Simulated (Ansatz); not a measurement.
Relaxation of AlF2H3OS (8 atoms, charge 0, multiplicity 1), to a largest force component of 0.03 eV/Å in at most 50 steps.

Theory: Ansatz, UKS PBE0-D4/def2-SVP.

```xyz
8
Properties=species:S:1:pos:R:3
Al -1.180 0.605 -0.107
O 1.911 0.051 -0.385
F -1.446 0.783 -1.726
F -1.304 1.894 0.919
H 1.532 -0.783 -0.066
S -0.921 -1.456 0.717
H 2.095 -0.117 -1.315
H -0.687 -0.978 1.963
```

Where does it end, and by what steps?

The forces met the threshold. After 15 steps the energy has fallen by 1.034 eV; H7 moved furthest, 0.70 Å. Joined: Al1–O2.

| step | energy less start (eV) | largest force component (eV/Å) | accepted |
| --- | --- | --- | --- |
| 0 | 0.0000 | 0.801 | yes |
| 1 | -0.1640 | 1.179 | yes |
| 2 | -0.3899 | 1.531 | yes |
| 3 | -0.7857 | 0.814 | yes |
| 4 | -0.8963 | 1.545 | yes |
| 5 | -0.9936 | 0.517 | yes |
| 6 | -0.9544 | 0.586 | no |
| 7 | -1.0176 | 0.140 | yes |
| 8 | -1.0223 | 0.175 | yes |
| 9 | -1.0279 | 0.157 | yes |
| 10 | -1.0275 | 0.400 | no |
| 11 | -1.0303 | 0.041 | yes |
| 12 | -1.0320 | 0.141 | yes |
| 13 | -1.0313 | 0.215 | no |
| 14 | -1.0333 | 0.033 | yes |
| 15 | -1.0336 | 0.025 | yes |

```xyz
8
Properties=species:S:1:pos:R:3
Al -0.633 0.410 -0.116
O 1.302 0.219 -0.405
F -0.970 0.559 -1.747
F -0.777 1.763 0.842
H 1.542 -0.676 -0.112
S -1.006 -1.550 0.820
H 1.524 0.294 -1.346
H -0.982 -1.019 2.063
```

Run time: 39 s on 2 threads of Intel(R) Xeon(R) 6975P-C (Granite Rapids), on a shared host, peak memory 0.28 GiB.
